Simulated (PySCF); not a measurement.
A GIAO shielding run with PySCF 2.14.0 with density-fitted response routines (density fitting, non-relativistic, gas phase) on `CS[Si@@](O)([SiH3])[SiH2][SiH3]`, CH₁₂OSSi₄:

```
$ OMP_NUM_THREADS=1 python probes_run.py task.json out

{"job": {"kind": "nmr", "xc": "PBE0", "basis": "pcSseg-1"}, "charge": 0, "multiplicity": 1}
C     -2.527315     1.540783     0.394510
S     -0.849431     1.636304    -0.290021
Si    -0.237669    -0.457611     0.006267
O     -0.424993    -0.731931     1.616202
Si    -1.864850    -1.912339    -0.809098
Si     2.027190    -0.423742    -0.521698
Si     3.385643     0.932925     0.787344
H     -3.174475     1.013557    -0.301507
H     -2.503806     1.026628     1.350903
H     -2.876585     2.559607     0.529142
H     -0.012708    -0.198552     2.292903
H     -2.970268    -2.169153     0.122482
H     -2.482749    -1.426354    -2.049326
H     -1.230488    -3.199245    -1.104545
H      2.458328    -1.831974    -0.422734
H      2.187034    -0.116512    -1.949334
H      3.397635     2.324322     0.335273
H      2.907682     0.950906     2.179216
H      4.782023     0.491631     0.856887
```

Hardware: 1 thread of an Arm Neoverse N1, shared host. The job also computes population analyses, field gradients.

Question: How large is the calculation?

Answer: 98 electrons, 214 basis functions and 1233 auxiliary functions.

Question: How long does it take, and how much memory does it need?

Answer: 78 s of wall time, with 14 SCF cycles and 5 response iterations; peak memory 0.97 GiB. Times on a shared host scatter by some tens of per cent.
